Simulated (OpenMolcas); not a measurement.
# Tl II: effect of the basis set

```yaml
Program: OpenMolcas
Method: "SS-CASPT2, IPEA 0.25 Eh, imaginary shift 0.1 Eh (closed shells correlated: 5d)"
Active_space: 2 electrons in 4 orbitals (6s 6p)
State_averaging: 2S+1 = 3 even, 3 roots; 2S+1 = 1 even, 7 roots; 2S+1 = 3 odd, 3 roots; 2S+1 = 1 odd, 3 roots
Spin-orbit_coupling: RASSI with atomic mean-field integrals over the reference wave functions, term energies averaged over their components
```

A. ANO-RCC-VDZP [7s6p4d2f1g], DKH2, point nucleus; CASPT2 step of the order of 2.7 core-seconds
B. ANO-R2 [8s7p5d3f1g], X2C, finite nucleus; CASPT2 step about 4 core-seconds
C. ANO-RCC-VTZP [8s7p5d3f2g], X2C, point nucleus; CASPT2 step roughly 5 core-seconds
D. ANO-RCC-VTZP [8s7p5d3f2g], DKH2, point nucleus; CASPT2 step about 4 core-seconds
E. ANO-R3 [9s8p7d3f2g1h], X2C, finite nucleus; CASPT2 step about 8 core-seconds
F. ANO-RCC-VQZP [9s8p6d4f3g], DKH2, point nucleus; CASPT2 step about 7 core-seconds

Energies in cm-1 above 6s2 1S0, the measured ground level; measured values from NIST Handbook of Basic Atomic Spectroscopic Data.

```json
{"Level": "6s2 1S0", "A": "0.0", "B": "0.0", "C": "0.0", "D": "0.0", "E": "0.0", "F": "0.0", "Measured": "0.0"}
{"Level": "6s 6p 3P* 0", "A": "50530", "B": "51520", "C": "50380", "D": "50110", "E": "50180", "F": "49530", "Measured": "49451"}
{"Level": "6s 6p 3P* 1", "A": "53430", "B": "54060", "C": "53000", "D": "52730", "E": "53060", "F": "52300", "Measured": "52394"}
{"Level": "6s 6p 3P* 2", "A": "61190", "B": "60830", "C": "60020", "D": "59750", "E": "60670", "F": "59760", "Measured": "61728"}
{"Level": "6s 6p 1P* 1", "A": "75520", "B": "75270", "C": "74310", "D": "74060", "E": "74990", "F": "73860", "Measured": "75663"}
{"Level": "6p2 3P0", "A": "121940", "B": "122800", "C": "120860", "D": "120300", "E": "120680", "F": "119120", "Measured": ""}
{"Level": "6p2 3P1", "A": "128570", "B": "128470", "C": "126810", "D": "126250", "E": "127220", "F": "125590", "Measured": ""}
{"Level": "6p2 1S0", "A": "152080", "B": "149560", "C": "147880", "D": "147330", "E": "149010", "F": "146540", "Measured": ""}
```

Deviations, from unrounded energies. A percentage is the sum of absolute deviations over the sum of measured energies, with the sign that they share, or ± where signs differ.

| Against measurement | Levels | A | B | C | D | E | F |
| --- | --- | --- | --- | --- | --- | --- | --- |
| mean absolute deviation (cm-1) | 4 | 700 | 1300 | 1100 | 1100 | 780 | 980 |
| other configurations (%) | 4 | ±1.2 | ±2.1 | ±1.9 | ±1.9 | ±1.3 | ±1.6 |

A lies closest to measurement on these levels and B furthest from it. The largest miss of A in the table is 6s 6p 3P* 0, by +1100 cm-1. The ranking rests on the paired levels alone, and a cruder setting can come out closer through cancelling errors.

Among A to F the level of the table that moves most is 6p2 1S0, by 5500 cm-1 (lowest in F, highest in A). Moves below CASPT2's spread within the term are not significant.

Over all roots computed the reference weight is 0.87 to 0.93 in D, 0.86 to 0.93 in F; the roots of lowest weight are the least certain, and an intruder state may touch them. The ¹D term of p² mixes with s d, which this space lacks. Spin-orbit splittings of 6p shells tend to come out small when the coupling is added on scalar orbitals. Computed and measured levels are paired by configuration, term and J; levels that our copy of the source lacks, or whose pairing is in doubt (as where it misses far off the trend of its configuration), stay unpaired and out of the deviations. Levels of configurations outside the active space are missing. Levels that lie high or do not pair safely by name in every column are left out.

* marks odd parity.
